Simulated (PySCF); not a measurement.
A PySCF script (with the pyscf-properties extension) for the NMR shieldings of SMILES B1CCC[C@@H]1C1CCC1, C8H15B, on a GFN2-xTB geometry:

```python
import basis_set_exchange as bse
import numpy as np
from pyscf import gto, dft
from pyscf.prop import nmr

atoms = """
B    -1.373082   -1.114608    0.611585
C    -2.781219   -0.709854    0.039653
C    -2.625745    0.753297   -0.406990
C    -1.157688    0.888068   -0.809261
C    -0.378479    0.053351    0.227481
C     1.027050   -0.303820   -0.240724
C     1.966587   -0.961083    0.787669
C     3.066062    0.043041    0.409556
C     2.034937    0.854643   -0.387532
H    -1.110738   -2.090017    1.195602
H    -3.642649   -0.847983    0.693607
H    -2.973804   -1.335364   -0.838652
H    -3.302062    1.024468   -1.218545
H    -2.833231    1.412596    0.438616
H    -1.008693    0.453458   -1.800426
H    -0.831541    1.927804   -0.844299
H    -0.273283    0.668946    1.133484
H     0.961620   -0.892016   -1.158993
H     1.612428   -0.839303    1.809317
H     2.199234   -2.010611    0.621365
H     3.839103   -0.392514   -0.220614
H     3.542953    0.562484    1.238908
H     1.714372    1.755881    0.131733
H     2.316132    1.118902   -1.404984
"""
names = dict.fromkeys(["B", "C", "H"], "pcSseg-1")
basis = {el: gto.basis.parse(bse.get_basis(n, elements=[el], fmt="nwchem")) for el, n in names.items()}
mol = gto.M(atom=atoms, basis=basis, charge=0, verbose=0)
mf = dft.RKS(mol, xc="PBE0")
mf.grids.level = 2
mf.grids.alignment = dft.numint.BLKSIZE   # the property module wants whole blocks of grid points
mf.conv_tol = 1e-9
mf.kernel()

calc = nmr.RKS(mf)   # GIAO
C = mf.mo_coeff
Co = C[:, mf.mo_occ > 0]
resp = mf.gen_response(singlet=True, hermi=2)
def vind(x):   # induced exchange potential for any number of trial vectors
    d = np.einsum("pi,xij,qj->xpq", C, 2 * x.reshape(-1, C.shape[1], Co.shape[1]), Co, optimize=True)
    return np.einsum("xpq,pi,qj->xij", resp(d - d.transpose(0, 2, 1)), C, Co, optimize=True).ravel()
mo1, _ = nmr.rhf.solve_mo1(calc, with_cphf=vind)
sigma = calc.kernel(mo1)
for i, s in enumerate(sigma):   # ppm
    print("%2d %-2s %9.2f" % (i, mol.atom_pure_symbol(i), np.trace(s) / 3))
```

**Question.** Give the expected output.

**Answer.** 
```
 0 B       6.19
 1 C     152.28
 2 C     156.26
 3 C     151.06
 4 C     125.05
 5 C     149.43
 6 C     157.75
 7 C     169.92
 8 C     155.79
 9 H      23.51
10 H      29.74
11 H      30.72
12 H      29.57
13 H      30.23
14 H      30.79
15 H      29.47
16 H      30.65
17 H      29.60
18 H      29.69
19 H      29.34
20 H      29.69
21 H      29.79
22 H      29.95
23 H      29.40
```

These numbers come from an equivalent density-fitted implementation of the same equations, which agrees with the script to about 0.01 ppm for H and up to a few tenths of a ppm for heavy atoms, so last digits may differ.

Size and cost of the density-fitted run: 228 basis functions, 89 s wall time on 1 thread of an Arm Neoverse N1, shared host; peak memory 1.1 GiB.
